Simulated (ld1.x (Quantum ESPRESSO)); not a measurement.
**PBE PAW dataset for tungsten, scalar-relativistic all-electron reference.**

ld1.x (Quantum ESPRESSO) 7.5 input, shortened:

```
&input
   title='W', zed=74., rel=1, dft='PBE', iswitch=3,
   config='[Xe] 4f14 5d3 6s0 6p0'
 /
 &inputp
   pseudotype=3, lpaw=.true., tm=.true., lloc=-1, rcloc=2.00,
   nlcc=.false.,
   which_augfun='BG', rmatch_augfun=1.00
 /
8
5S  1  0   2.00   0.00  1.50  2.00  0.0
6S  2  0   0.00   0.00  1.50  2.00  0.0
5P  2  1   6.00   0.00  1.70  1.85  0.0
6P  3  1   0.00   0.00  1.70  1.85  0.0
5D  3  2   3.00   0.00  2.45  2.85  0.0
5D  3  2   0.00  -1.90  2.45  2.85  0.0
4F  4  3  14.00   0.00  0.90  1.15  0.0
4F  4  3   0.00  -3.30  0.90  1.15  0.0
 &test
   configts(1)='4f14 5s2 5p6 5d3 6s0 6p0'
 /
```

All-electron outer shells of the reference configuration (PBE, scalar-relativistic, ld1.x):

| shell | level (eV) | outermost node (bohr) | outermost maximum (bohr) |
| --- | --- | --- | --- |
| 4p | -452.77 | 0.24 | 0.44 |
| 4d | -267.52 | 0.22 | 0.45 |
| 5s | -107.96 | 0.53 | 0.96 |
| 5p | -71.83 | 0.57 | 1.09 |
| 4f | -62.26 | – | 0.43 |
| 5d | -31.11 | 0.63 | 1.43 |
| 6s | -28.33 | 1.26 | 2.36 |
| 6p | -20.82 | 1.48 | 2.88 |

**Question.** Does the generator finish with these settings?

**Answer.** Yes, a potential is produced and its reference levels are reproduced.

**Question.** Estimate the cutoffs (Ry, on a coarse ladder) from which the occupation-weighted sum of valence levels, in a spherical-Bessel basis at the reference potential, stays within 10 and 1 mRy of its value at 400 Ry.

**Answer.** 160 Ry and 230 Ry.

**Question.** Does the potential have ghost states?

**Answer.** No extra level below or beside the all-electron valence levels (s, p, d, f tested). The logarithmic derivative shows an extra or strongly shifted pseudo pole above the reference energy (d near -0.34 Ry).

**Question.** Is the overlap operator S = 1 + Σ q|β⟩⟨β| positive definite (Bessel basis up to 400 Ry)?

**Answer.** Yes: its lowest eigenvalue is 0.03 (s channel).

**Question.** Which valence shell sets the plane-wave cutoff?

**Answer.** 4f: its level needs 160 Ry to come within 1 mRy, against 25 Ry for 5p.

Test run stopped at test 1 of 7 (negative rho).
